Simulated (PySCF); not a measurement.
**Bond energies at r²SCAN/def2-SVP beside a composite method**

PySCF, lowest determinants of a PBE0 search. The composite is CCSD(T) extrapolated to the basis-set limit from two correlation-consistent sets, with core-valence (CV) and scalar-relativistic (SR) terms as its label shows; it has no spin–orbit coupling and nothing beyond (T).

| species | state (unpaired electrons) | De r²SCAN (eV) | De composite (eV) | composite | dissociates to |
| --- | --- | --- | --- | --- | --- |
| SiO | singlet (closed shell) | 7.86 | 8.31 | CCSD(T)/CBS(TQ)+CV+SR | Si + O |
| SnS | singlet (closed shell) | 5.00 | 5.05 | CCSD(T)/CBS(DT)+CV | Sn + S |
| RbCl | singlet (closed shell) | 4.25 | 4.32 | CCSD(T)/CBS(DT)+CV | Rb + Cl |
| SrCl | doublet (σ ↑) | 4.69 | 4.19 | CCSD(T)/CBS(DT) | Sr + Cl |
| SiN⁺ | triplet (π ↑↑) | 2.48 | 2.55 | CCSD(T)/CBS(TQ)+CV+SR | Si⁺ + N |
| CaCl | doublet (σ ↑) | 4.75 | 4.12 | CCSD(T)/CBS(DT) | Ca + Cl |
| BeI | doublet (σ ↑) | 3.06 | 2.61 | CCSD(T)/CBS(TQ)+CV | Be + I |
| CSe | singlet (closed shell) | 6.15 | 6.27 | CCSD(T)/CBS(TQ)+CV | C + Se |

**Question.** Does r²SCAN bind more or less than the composite, by how much on average, and where is the difference largest?

**Answer.** r²SCAN/def2-SVP binds more on average, method and basis taken together: the mean signed difference is +0.10 eV and the mean absolute one 0.29 eV; it is largest for CaCl (+0.63 eV).

The molecules are drawn from runs that passed checks on state, spin purity and fit, so the hardest cases are missing and the errors look smaller than over all diatomics.

Correlated steps freeze the inner cores (6 to 19 orbitals); shallow outer-core shells are correlated. These are scalar-relativistic numbers at best; spin–orbit coupling would shift them, the dissociation energy most. For an ion De counts to the pair picked by the measured ionisation energies or electron affinities, which need not be the lowest pair at this level. Where the molecule has an RHF reference, its open-shell atoms are computed with UHF. The CCSD T1 diagnostic is raised in CSe, SiO, SnS, a sign that a single reference may not be enough there. States were picked by a PBE0 search and need not be the measured ground states.
